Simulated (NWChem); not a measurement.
System: C₃H₃ cation

The following NWChem deck was run.

```
start job
memory heap 200 mb stack 900 mb global 1100 mb
charge 1
geometry units angstroms noautosym nocenter noautoz
  C      0.000000     0.000000    -1.338561
  C      0.000000     0.000000    -0.103285
  C      0.000000     0.000000     1.244730
  H      0.000000     0.000000    -2.425878
  H      0.000000     0.946802     1.807902
  H      0.000000    -0.946802     1.807902
end
basis spherical
  C library def2-svp
  H library def2-svp
end
dft
  xc m06-2x
  iterations 150
end
cosmo
  do_cosmo_smd true
  solvent toluene
end
task dft energy
```

All runs use the structure optimised with PBE0/def2-SVP. Solvent: toluene.

Level: M06-2X/def2-SVP with SMD (1 M gas to 1 M solution), gas-phase geometry. Reactions with the solvent are ignored.

Predict the main results of this run. (M06-2X/def2-SVP, SMD on the gas-phase geometry.) Quantities: solvation free energy (kcal/mol); cavity-dispersion-structure term (kcal/mol).

The solvation free energy (kcal/mol) is -40.2. The cavity-dispersion-structure term (kcal/mol) is 0.2.
